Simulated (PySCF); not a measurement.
Be(Cl)(OH) (BeClHO), SMILES [OH][Be][Cl]. Atoms are numbered in the order given.

```xyz
4

Be     0.0111     0.5853     0.0000
Cl    -0.0083    -1.2321     0.0000
O      0.0859     1.9927     0.0000
H     -0.5895     2.6624     0.0000
```

Coordinates come from a PBE0-D3(BJ)/def2-TZVP optimisation. Other conformers were not sampled.

Method: B3LYP/pcSseg-2 (PySCF).

GIAO shieldings, no solvent; atoms alike by connectivity are averaged. δ = σ(ref) − σ: ³⁵Cl against HCl (σ = 930.0 ppm); ¹⁷O against H2O (σ = 325.5 ppm); ¹H against TMS (σ = 31.68 ppm), references at their B3LYP-D3(BJ)/def2-TZVP geometries, non-relativistic (without spin–orbit terms, shifts of atoms bonded to Cl or Br come out too high).

```tsv
nucleus	atoms	count	δ (ppm)
³⁵Cl	Cl2	1	-98.7
¹⁷O	O3	1	25.1
¹H	H4	1	1.89
```
